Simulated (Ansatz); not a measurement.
One change: `N=C(N)[SiH3]` becomes `N=C([SiH3])S[SiH3]`.

Ansatz, PBE0-D4/def2-TZVP geometries, multiplicity 1. Each molecule was computed in one conformer, which needn't be the lowest.

```
                                        property  `N=C(N)[SiH3]`
size of the dipole moment (B3LYP/def2-TZVPP) / D            3.26
         HOMO–LUMO gap (ωB97M-V/def2-TZVPP) / eV           11.46
               HOMO energy (PBE/def2-TZVPP) / eV           -5.88
              HOMO energy (PBE0/def2-TZVPP) / eV           -7.16
               LUMO energy (PBE/def2-TZVPP) / eV           -0.97
  size of the dipole moment (PBE/def2-TZVPP) / D            3.24
```

Question: Give the same properties after the change, and the shifts. (Best estimate.)

Answer: Ansatz gave: 
```csv
property,`N=C([SiH3])S[SiH3]`,shift
size of the dipole moment (B3LYP/def2-TZVPP) / D,1.63,-1.63
HOMO–LUMO gap (ωB97M-V/def2-TZVPP) / eV,10.68,-0.78
HOMO energy (PBE/def2-TZVPP) / eV,-6.28,-0.40
HOMO energy (PBE0/def2-TZVPP) / eV,-7.46,-0.30
LUMO energy (PBE/def2-TZVPP) / eV,-2.08,-1.11
size of the dipole moment (PBE/def2-TZVPP) / D,1.48,-1.76
```

With PBE0 the HOMO falls by 0.30 eV and the LUMO falls by 1.07 eV, so the gap narrows by about 0.77 eV. PBE moves the HOMO by -0.40 eV and ωB97M-V by -0.14 eV. Dipoles are sizes alone; their direction can turn.

B3LYP here is the variant with VWN-RPA as its local correlation; programs differ in this.
